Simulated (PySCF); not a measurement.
**Optical rotation: `C[C@H]1CC[Si@@H](P)N1`, C₄H₁₂NPSi**

Molfile (atoms numbered from 1):
```
C4H12NPSi
     RDKit          3D

 19 19  0  0  0  0  0  0  0  0999 V2000
   -1.7573    1.0895   -0.3444 C   0  0  0  0  0  0  0  0  0  0  0  0
   -1.2753   -0.0339    0.5730 C   0  0  1  0  0  0  0  0  0  0  0  0
   -0.9666   -1.3179   -0.1992 C   0  0  0  0  0  0  0  0  0  0  0  0
    0.4023   -1.1833   -0.8576 C   0  0  0  0  0  0  0  0  0  0  0  0
    1.3744   -0.2115    0.4523 Si  0  0  1  0  0  4  0  0  0  0  0  0
    2.6114    1.4486   -0.4281 P   0  0  0  0  0  0  0  0  0  0  0  0
   -0.0463    0.3206    1.2567 N   0  0  0  0  0  0  0  0  0  0  0  0
   -0.9951    1.3135   -1.0867 H   0  0  0  0  0  0  0  0  0  0  0  0
   -1.9494    1.9913    0.2336 H   0  0  0  0  0  0  0  0  0  0  0  0
   -2.6755    0.8017   -0.8503 H   0  0  0  0  0  0  0  0  0  0  0  0
   -2.0514   -0.2309    1.3257 H   0  0  0  0  0  0  0  0  0  0  0  0
   -0.9278   -2.1418    0.5146 H   0  0  0  0  0  0  0  0  0  0  0  0
   -1.7530   -1.5306   -0.9247 H   0  0  0  0  0  0  0  0  0  0  0  0
    0.8139   -2.1616   -1.0914 H   0  0  0  0  0  0  0  0  0  0  0  0
    0.3292   -0.6317   -1.7947 H   0  0  0  0  0  0  0  0  0  0  0  0
    2.1201   -1.0858    1.3773 H   0  0  0  0  0  0  0  0  0  0  0  0
    3.1805    1.7890    0.7843 H   0  0  0  0  0  0  0  0  0  0  0  0
    3.6726    0.6287   -0.7622 H   0  0  0  0  0  0  0  0  0  0  0  0
   -0.1165    1.1556    1.8144 H   0  0  0  0  0  0  0  0  0  0  0  0
  1  2  1  0
  2  3  1  0
  3  4  1  0
  4  5  1  0
  5  6  1  0
  5  7  1  0
  7  2  1  0
  1  8  1  0
  1  9  1  0
  1 10  1  0
  2 11  1  1
  3 12  1  0
  3 13  1  0
  4 14  1  0
  4 15  1  0
  5 16  1  1
  6 17  1  0
  6 18  1  0
  7 19  1  0
M  END
```

Method: TDDFT CAM-B3LYP/def2-SVPD circular dichroism and optical rotation, one conformer, gas phase in PySCF 2.14.0. Geometry: GFN2-xTB.

The molecule is flexible and this is one conformer; a measurement averages over conformers. States above about 7.8 eV (minus the energy of the highest occupied orbital) lie near or above the ionisation threshold and depend on the basis.

Stereocentres: C2 S, Si5 R.

(1) What is the specific rotation at 633, 589.3, 546, 436, 405, 365, 355 nm?

(2) And for the mirror image at 589.3 nm?

(3) What is the molar rotation [Φ] = [α]·M/100 of the geometry above at 589.3 nm?

## Answers

(1) [α] in deg dm⁻¹ (g/mL)⁻¹:
| λ (nm) | origin-invariant length gauge | modified velocity gauge | length gauge (centre of mass) | isotropic polarisability (au) |
| --- | --- | --- | --- | --- |
| 633 | -59.5 | -64.8 | -59.2 | 107.8 |
| 589.3 | -70.2 | -76.4 | -69.8 | 108.3 |
| 546 | -83.9 | -91.6 | -83.5 | 108.8 |
| 436 | -146.7 | -161.2 | -145.8 | 111.3 |
| 405 | -178.4 | -196.9 | -177.3 | 112.4 |
| 365 | -238.8 | -265.3 | -237.2 | 114.5 |
| 355 | -259.0 | -288.4 | -257.3 | 115.1 |

(2) +70.2 deg dm⁻¹ (g/mL)⁻¹ (origin-invariant length gauge): the same size and the opposite sign.

(3) With M = 133.21 g/mol, -93.5 deg cm² dmol⁻¹ (origin-invariant length gauge).

The first excitation lies at 5.86 eV (212 nm) with R = +5.2 × 10⁻⁴⁰ esu² cm² (velocity form).
